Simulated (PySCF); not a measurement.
Trimethylphosphine selenide, C₃H₉PSe.
Geometry (PBE0-D3(BJ)/def2-SVP, Å), atoms numbered from 1 in this order:
```xyz
14
C3H9PSe angstrom
C      1.2855   -0.9812   -0.4409
P      0.1458    0.0616    0.5272
C     -0.0573    1.5675   -0.4799
C     -1.4621   -0.7887    0.4040
Se     0.7711    0.4295    2.4970
H      0.9183   -1.1369   -1.4670
H      1.3924   -1.9480    0.0705
H      2.2693   -0.4924   -0.4639
H     -0.7839    2.2227    0.0205
H     -0.4011    1.3321   -1.4989
H      0.9079    2.0912   -0.5201
H     -1.7503   -0.9642   -0.6439
H     -1.3902   -1.7455    0.9397
H     -2.2204   -0.1703    0.9042
```

Computed with core-valence-separated Tamm–Dancoff BHandHLYP/aug-pcX-1 (pcseg-1 on H, def2-SVPD on P, def2-SVPD on Se) in PySCF, non-relativistic, gas phase, PBE0-D3(BJ)/def2-SVP geometry. The energies are unshifted.

The lowest roots of each edge with f over 0.003 (five at most, numbered afresh; weaker and dark ones are left out), with transition dipoles (au) in the frame of the coordinates:

```
root  edge  E (eV)       f       μx       μy       μz
   1     C  285.79  0.0127   0.0034   0.0349  -0.0242
   2     C  285.79  0.0148   0.0423   0.0022   0.0180
   3     C  285.79  0.0188  -0.0054   0.0228   0.0462
   4     C  286.19  0.0433  -0.0683   0.0361   0.0145
   5     C  286.19  0.0442  -0.0346  -0.0672   0.0243
```

**Question.** Molecules are fixed in this frame and the field points along x. What effective strengths 3 f cos²θ do the roots have (θ between field and μ)?

**Answer.** root 1 (C1/C3/C4): 0.000, root 2 (C1/C3/C4): 0.038, root 3 (C1/C3/C4): 0.001, root 4 (C1/C3/C4): 0.098, root 5 (C1/C3/C4): 0.025. Root 4 is the strongest. Averaged over all orientations cos²θ is 1/3, which gives f back. For degenerate partners only the sum has meaning, as the program may mix them freely.

 The BHandHLYP/aug-pcX-1 (pcseg-1 on H, def2-SVPD on P, def2-SVPD on Se) calculation is non-relativistic and has no spin–orbit coupling, an omission that weighs most on selenium.

Time: 9.5 s wall; peak memory 0.95 GiB. Hardware: one thread of an AMD EPYC 9R45, on a shared host.
